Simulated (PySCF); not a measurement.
**PbN: mean field, correlation and small terms against distance**

State: ²Π, doublet, unpaired electrons π ↑. ROHF-based CCSD(T) in PySCF 2.14 with Pb cc-pwCVDZ-PP with ECP60, N aug-cc-pVDZ and Pb cc-pwCVTZ-PP with ECP60, N aug-cc-pVTZ (frozen core orbitals: 5; scalar-relativistic core potentials). Correlation energies are extrapolated as n⁻³ (n = 2, 3), Hartree–Fock as (n+1)·exp(−9√n). All energies in eV from Pb + N.

| R (Å) | HF/CBS | CCSD corr. | (T) | total |
| --- | --- | --- | --- | --- |
| 1.8213 | 1.672 | -2.857 | -0.3880 | -1.573 |
| 1.9041 | 1.302 | -2.920 | -0.4253 | -2.043 |
| 1.9869 | 1.205 | -2.999 | -0.4662 | -2.260 |
| 2.0697 | 1.297 | -3.090 | -0.5095 | -2.303 |
| 2.1525 | 1.517 | -3.195 | -0.5536 | -2.231 |
| 2.2560 | 1.906 | -3.347 | -0.6048 | -2.045 |
| 2.3594 | 2.369 | -3.531 | -0.6444 | -1.806 |

A fit to the total gives Re = 2.0539 Å, De = 2.305 eV, ωe = 609.9 cm⁻¹, Be = 0.3046 cm⁻¹ (masses 207.9766 and 14.0031 u).

Task: At R = 2.0697 Å the CCSD correlation energy is -0.523031 hartree in the smaller basis and -0.674485 in the larger. Extrapolate it.

Result: (3³·E3 − 2³·E2)/(3³ − 2³) = -0.73826 hartree; the larger basis holds 91.4 % of it.

The T1 diagnostic is 0.041, large enough to doubt a single reference. The state was picked by a PBE0 search and need not be the measured ground state. Spin–orbit coupling, excitations beyond (T) and corrections to the Born–Oppenheimer picture are left out, and spin–orbit coupling matters for open p, d or f shells this heavy.
